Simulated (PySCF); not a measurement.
**How methods differ on the ionisation energy of Ag**

Ag [Kr] 4d10 5s1 (2S) → Ag⁺ [Kr] 4d10 (1S), as a difference of total energies. Computed with PySCF 2.14 in aug-cc-pwCVTZ-PP with ECP28MDF (8s8p7d4f3g, 122 functions), with scalar relativity through the core potential. Correlated levels: valence and next inner shell: nothing frozen outside the core potential. The calculations carry no spin-orbit coupling.

```csv
method,ionisation energy (eV),error (eV)
UHF,6.365,-1.211
MP2 (valence and next inner shell),7.635,+0.059
SCS-MP2 (valence and next inner shell),7.425,-0.151
CCSD (valence and next inner shell),7.426,-0.150
CCSD(T) (valence and next inner shell),7.564,-0.012
```

Reference: 7.576 eV (measured; NIST Atomic Spectra Database, ionization energies).

Errors of the correlated levels include the incompleteness of this basis.
